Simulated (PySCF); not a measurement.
# Worked example: dipole moment from atomic charges

TaOF3, SMILES [O]=[Ta]([F])([F])[F], multiplicity 1. Atoms are numbered in the order given.

```xyz
5

Ta     0.0000     0.0000    -0.0101
O      0.0000     0.0000    -1.7283
F     -1.5587     0.8999     0.5395
F      1.5587     0.8999     0.5395
F      0.0000    -1.7998     0.5395
```
Charge 0, spin multiplicity 1.

Coordinates come from a B3LYP-D3(BJ)/def2-SVP optimisation. The multiplicity is an assumed one; other spin states were not compared. The isomer is the one that the SMILES or the coordinates give; other isomers of the formula were not compared. The def2 effective core potentials stand for the cores of Ta; spin–orbit coupling is left out.

Charges (e) from PBE/def2-TZVP (PySCF):

| atom | Mulliken | ESP fit |
|---|---|---|
| Ta1 | 1.500 | 1.495 |
| O2 | -0.455 | -0.523 |
| F3 | -0.349 | -0.324 |
| F4 | -0.349 | -0.324 |
| F5 | -0.349 | -0.324 |

The dipole moment of the full density is 1.75 D.

### Question
What dipole moment does each set of point charges give, and which comes closer to that of the density?

### Answer

μ = Σ q r, and 1 e Å = 4.8032 D.
Mulliken: Σ q r = (0.000, 0.000, 0.206) e Å, |μ| = 0.99 D.
ESP fit: Σ q r = (0.000, 0.000, 0.364) e Å, |μ| = 1.75 D.
ESP fit comes closer in size. Point charges leave out the atoms' own dipoles (lone pairs, polarised bonds); fits to the potential absorb them, partitions of the density don't.
